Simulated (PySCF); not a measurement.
## Structure from NMR data

Molecular formula: C$_{11}$H$_{7}$N. Simulated spectra:

1H NMR (500 MHz, computed): δ 9.01 (d, 2H), 7.49 (d, 2H), 6.43 (m, 1H), 6.40 (m, 1H), 2.76 (s, 1H).

13C{1H} NMR (computed): δ 156.0 (CH), 143.7 (CH2), 134.8 (C), 131.3 (CH), 118.7 (C), 101.3 (C), 98.3 (C), 88.4 (CH), 85.3 (C).

Computed data (PySCF): σ from GIAO-PBE0/pcSseg-1, geometry from GFN2-xTB. One conformer, equivalent nuclei averaged, relativity neglected, in vacuum.

Chemical shifts δ = σref − σ; 1H (σ = 31.72 ppm), 13C (σ = 186.93 ppm) vs TMS, all at this level.

Which candidate is it?
A. C#CC(=C)C#Cc1ccncc1
B. N#Cc1ccc2ccccc2c1
C. C#CC1=C[C@H]2C=C[C@]1(C#N)C=C2

Answers

A. 

Rings plus π bonds: 9 (1 ring in the answer). 9 carbon signals for 11 carbons: some carbons are equivalent by symmetry or fast rotation. Carbon types of the structure: 5 × C, 5 × CH, 1 × CH2, which accounts for all hydrogens. δC 156.0: aromatic CH next to a ring nitrogen; the adjacent pyridine-type nitrogen withdraws density from it. δC 131.3: aromatic CH; the aromatic region. δC 118.7: fully substituted alkene carbon; an sp2 carbon of a C=C bond. δC 101.3, 98.3, 85.3: alkyne carbon; sp carbons lie upfield of alkene carbons because the cylindrical π system leaves one tensor component strongly shielded. δC 88.4: terminal alkyne carbon; the triple bond shields along its axis, which puts it between sp3 and sp2 carbons.

The others: C#CC1=C[C@H]2C=C[C@]1(C#N)C=C2 has carbons computed at 156.2, 151.1, 149.7, 144.2, 125.7, 103.8, 81.1, 55.6, 53.1, with a different DEPT pattern; N#Cc1ccc2ccccc2c1 would give 11 carbon signals, not 9.

Shifts are as computed. Against solution values, carbons near 30 ppm lie about +3 ppm off and those near 130 ppm about +5 ppm. Of 1211 compounds with measured shifts, 218 miss one by over three times the rms of a fit or turn the order of signals round; such compounds aren't used in these exercises. Multiplicities follow the n + 1 count of equivalent neighbours, as no J values were calculated; m marks all less simple cases, F and P coupling included.
